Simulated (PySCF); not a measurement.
Predicted microwave data (PBE0/pcSseg-1 in PySCF (dipole) on a GFN2-xTB geometry, gas phase) for one isomer of C6H8NPS:

| Property | Result |
| --- | --- |
| Rotational constants | A = 1681, B = 1055, C = 653.5 MHz |
| Dipole components | \|μa\| = 1.92 D, \|μb\| = 2.07 D, \|μc\| = 0.00 D |
| Inertial defect | -6.33 u·Å² |
| κ | -0.22 |

Task: Which candidate fits, each taken in the one conformer that was computed?
A. `[CH3:1][S:2][c:3]1[cH:4][p:5][cH:6][c:7]([CH3:8])[n:9]1` with C1–S2–C3–C4 180°
B. `[CH3:1][S:2][c:3]1[n:4][cH:5][c:6]([CH3:7])[cH:8][p:9]1` with C1–S2–C3–N4 0°
C. `[CH3:1][S:2][c:3]1[n:4][c:5]([CH3:6])[cH:7][cH:8][p:9]1` with C1–S2–C3–N4 0°
D. `[CH3:1][P@@H:2](=[S:3])[c:4]1[cH:5][cH:6][cH:7][cH:8][n:9]1` with C1–P2–C4–C5 -128°
E. `[CH3:1][S:2][c:3]1[cH:4][cH:5][n:6][c:7]([CH3:8])[p:9]1` with C1–S2–C3–C4 180°

Result: C. It is CSc1nc(C)ccp1, an asymmetric top, point group Cs. The candidates at the same level (rigid rotor, commonest isotopes):

```json
{"SMILES": "C[P@@H](=S)c1ccccn1", "A (MHz)": "2477", "B (MHz)": "782.7", "C (MHz)": "626.8", "μa (D)": "4.39", "μb (D)": "1.47", "μc (D)": "0.59", "Δ (u·Å²)": "-43.46", "point group": "C1", "rotor": "asymmetric top"}
{"SMILES": "CSc1nc(C)ccp1", "A (MHz)": "1681", "B (MHz)": "1055", "C (MHz)": "653.5", "μa (D)": "1.92", "μb (D)": "2.07", "μc (D)": "0.00", "Δ (u·Å²)": "-6.33", "point group": "Cs", "rotor": "asymmetric top"}
{"SMILES": "CSc1cpcc(C)n1", "A (MHz)": "1821", "B (MHz)": "932.9", "C (MHz)": "621.6", "μa (D)": "0.37", "μb (D)": "1.71", "μc (D)": "0.00", "Δ (u·Å²)": "-6.33", "point group": "Cs", "rotor": "asymmetric top"}
{"SMILES": "CSc1ncc(C)cp1", "A (MHz)": "2551", "B (MHz)": "785.1", "C (MHz)": "604.9", "μa (D)": "2.06", "μb (D)": "1.79", "μc (D)": "0.06", "Δ (u·Å²)": "-6.33", "point group": "–", "rotor": "asymmetric top"}
{"SMILES": "CSc1ccnc(C)p1", "A (MHz)": "2394", "B (MHz)": "851.3", "C (MHz)": "633.0", "μa (D)": "1.29", "μb (D)": "0.73", "μc (D)": "0.03", "Δ (u·Å²)": "-6.34", "point group": "near Cs", "rotor": "asymmetric top"}
```

`C[P@@H](=S)c1ccccn1` has A 47 % too high; `CSc1ccnc(C)p1` has A 42 % too high; `CSc1ncc(C)cp1` has A 52 % too high; `CSc1cpcc(C)n1` has B 12 % too low. In the right answer the mirror of this Cs structure is the ab plane, so μc vanishes by symmetry. No structure here is proved a minimum.
